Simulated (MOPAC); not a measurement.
MOPAC input (MNDO):

```
MNDO PRECISE GNORM=0.05 LET XYZ GEO-OK AUX(PRECISION=9) THREADS=1
C3H2O

O     1.51950000 1   -0.19014600 1    0.06236800 1
C     0.32979900 1   -0.04127000 1    0.01353700 1
C    -1.00244100 1   -0.54943700 1   -0.04873700 1
C    -0.83702700 1    0.77962300 1   -0.02676500 1
H    -1.73981000 1   -1.33933800 1   -0.08892500 1
H    -1.35817500 1    1.72701100 1   -0.03823300 1
```

From the output:

```
                                                       MOPAC v23.2.5 Linux

          FINAL HEAT OF FORMATION =         45.61952 KCAL/MOL =     190.87209 KJ/MOL

          COSMO AREA              =         89.04 SQUARE ANGSTROMS
          COSMO VOLUME            =         71.61 CUBIC ANGSTROMS

          GRADIENT NORM           =          0.03773          =       0.01540 PER ATOM
          IONIZATION POTENTIAL    =         10.059609 EV
          HOMO LUMO ENERGIES (EV) =        -10.060  0.069
          NO. OF FILLED LEVELS    =         10
          MOLECULAR WEIGHT        =         54.0482         POINT GROUP:  C2v

          MOLECULAR DIMENSIONS (Angstroms)

            Atom       Atom       Distance
            H     6    O     1     3.44243
            H     5    H     6     2.82187
            O     1    C     2     0.00000

          SCF CALCULATIONS        =         18

   ATOM   CHEMICAL          X               Y               Z
  NUMBER   SYMBOL      (ANGSTROMS)     (ANGSTROMS)     (ANGSTROMS)

     1       O          1.53395186  *  -0.19197123  *   0.06296120  *
     2       C          0.33783000  *  -0.04226323  *   0.01386633  *
     3       C         -1.03231381  *  -0.55537579  *  -0.05007179  *
     4       C         -0.86455583  *   0.79274070  *  -0.02778613  *
     5       H         -1.68906039  *  -1.39189660  *  -0.08736190  *
     6       H         -1.29607261  *   1.76548826  *  -0.03516362  *

                             CARTESIAN COORDINATES

   1    O        1.533951863    -0.191971230     0.062961197
   2    C        0.337830005    -0.042263234     0.013866334
   3    C       -1.032313807    -0.555375786    -0.050071786
   4    C       -0.864555828     0.792740696    -0.027786126
   5    H       -1.689060394    -1.391896599    -0.087361898
   6    H       -1.296072615     1.765488262    -0.035163617

           Empirical Formula: C3 H2 O  =     6 atoms

      MOLECULAR POINT GROUP   :   C2v

                  EIGENVALUES
 -44.09791 -38.45679 -22.65473 -20.76046 -17.07284 -15.24260 -14.94169 -14.04728
 -10.74477 -10.05961   0.06907   1.22455   2.85927   3.16872   3.98685   4.39310
   4.89164   7.56298

              NET ATOMIC CHARGES AND DIPOLE CONTRIBUTIONS

  ATOM NO.   TYPE          CHARGE      No. of ELECS.   s-Pop       p-Pop
    1          O          -0.268625        6.2686     1.87981     4.38881
    2          C           0.252566        3.7474     1.18983     2.55760
    3          C          -0.123999        4.1240     1.26109     2.86291
    4          C          -0.123999        4.1240     1.26109     2.86291
    5          H           0.132026        0.8680     0.86797
    6          H           0.132031        0.8680     0.86797
 DIPOLE           X         Y         Z       TOTAL
 POINT-CHG.    -2.333     0.292    -0.096     2.353
 HYBRID        -0.758     0.095    -0.031     0.765
 SUM           -3.091     0.387    -0.127     3.118

          ATOMIC ORBITAL ELECTRON POPULATIONS

     Atom    s        px        py        pz
    1  O   1.87981   1.15907   1.82598   1.40376
    2  C   1.18983   0.84582   0.95488   0.75691
    3  C   1.26109   0.99852   0.94468   0.91971
    4  C   1.26109   1.01949   0.92359   0.91983
    5  H   0.86797
    6  H   0.86797

 **********************
 *                    *
 * JOB ENDED NORMALLY *
 *                    *
 **********************

 == MOPAC DONE ==
```

The geometry given is a B3LYP-D3(BJ)/def2-TZVP minimum.
